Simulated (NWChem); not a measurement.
Molecule: NH₃Te; SMILES N[TeH]

```xyz
5

Te     0.0358    -0.3045     0.0000
H     -1.6252    -0.5683     0.0000
N      0.0770     1.7406     0.0000
H     -0.3878     2.1102     0.8271
H     -0.3878     2.1102    -0.8271
```
Atoms are numbered in this order, from 1.

Results from NWChem. Coordinates come from a PBE0/def2-SVP optimisation. def2 effective core potentials on Te; no spin-orbit coupling.

For level PBE0/def2-SVP:

```yaml
highest occupied level (eV): -6.19
orbital gap (eV): 5.40
```

Estimate the same quantities for level LDA (Slater exchange, VWN5)/def2-SVP.


* **highest occupied level (eV)**: -5.18
* **orbital gap (eV)**: 3.33
